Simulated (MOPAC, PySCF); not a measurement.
C$_{3}$H$_{7}$N, SMILES `C1CCN1`, neutral singlet in the gas phase. 

Cartesian coordinates (Å):
```xyz
11

C     -0.5657     0.7987     0.0074
C     -0.7661    -0.7245     0.0278
N      0.5992    -0.8747    -0.5007
C      0.9371     0.4824    -0.0425
H     -0.9359     1.3706     0.8566
H     -0.9218     1.2473    -0.9200
H     -0.8938    -1.1027     1.0513
H     -1.5516    -1.1469    -0.6041
H      1.1473    -1.6249    -0.1002
H      1.5596     1.0578    -0.7325
H      1.3917     0.5169     0.9570
```
Charge 0, multiplicity 1.

All levels are single points at this geometry (PBE0-D3(BJ)/def2-TZVP); Pople sets use spherical d functions. Orbital energies aren't observables, and empty levels follow the basis.

B3LYP/6-311+G** in PySCF gives gap (eV) = 6.39.

Problem. Estimate the gap (eV) from each of these levels: PBE-D3(BJ)/def2-TZVP in PySCF; PBE0-D3(BJ)/def2-TZVP in PySCF; B3LYP/3-21G in PySCF; B3LYP/6-31G* in PySCF; BP86/6-31G* in PySCF; M06-2X/6-31G* in PySCF; SVWN5/6-31G* in PySCF; HF/STO-3G in PySCF; AM1 in MOPAC; PM3 in MOPAC; PM6 in MOPAC; PM7 in MOPAC.

Solution. 
```csv
level,gap (eV)
PBE-D3(BJ)/def2-TZVP in PySCF,5.44
PBE0-D3(BJ)/def2-TZVP in PySCF,7.72
B3LYP/3-21G in PySCF,8.34
B3LYP/6-31G* in PySCF,8.24
BP86/6-31G* in PySCF,6.39
M06-2X/6-31G* in PySCF,11.18
SVWN5/6-31G* in PySCF,6.16
HF/STO-3G in PySCF,23.04
AM1 in MOPAC,12.78
PM3 in MOPAC,12.19
PM6 in MOPAC,11.94
PM7 in MOPAC,12.09
```
